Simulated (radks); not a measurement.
Values are calculated unless marked as measured or tabulated.
Fractional charge and spin in the 1s shell of lithium: the spin-up occupation runs from 0 to 1 and the spin-down occupation from 0 to 1; the fullest corner is Li+, 1s(up 1, down 1). Code: a radial shooting solver on a logarithmic mesh with Libxc functionals. Model: scalar-relativistic Kohn-Sham, PBEsol, spin-polarised, spherical densities, finite nucleus; Fermi nuclear charge, rms radius of each element as measured or else 0.836 A^(1/3) + 0.57 fm. Energy (eV) minus the two flat planes that join the four corners (they meet along the diagonal where the two added fractions sum to one electron); zero is where a piecewise linear energy would lie.

\begin{tabular}{lrrrrr}
down \ up & 0 & 0.25 & 0.5 & 0.75 & 1 \\ \hline
0 & 0.000 & -2.888 & -4.246 & -3.337 & 0.000 \\
0.25 & -2.888 & -2.656 & -0.928 & 2.975 & -2.394 \\
0.5 & -4.246 & -0.928 & 3.827 & -0.935 & -3.494 \\
0.75 & -3.337 & 2.975 & -0.935 & -2.877 & -2.732 \\
1 & 0.000 & -2.394 & -3.494 & -2.732 & 0.000 \\
\end{tabular}

Corners above the fullest one (they belong to Li2+ and the next ion): (up 1, down 0) 74.742 eV, (up 0, down 1) 74.742 eV, (up 0, down 0) 195.85 eV. With half an added electron in each spin the energy lies 3.827 eV from the planes (fractional-spin error, the static-correlation error of a stretched bond), and with half an added electron in spin up alone -4.246 eV (fractional-charge error). For a frontier s shell over closed shells the exact functional lies on the planes.
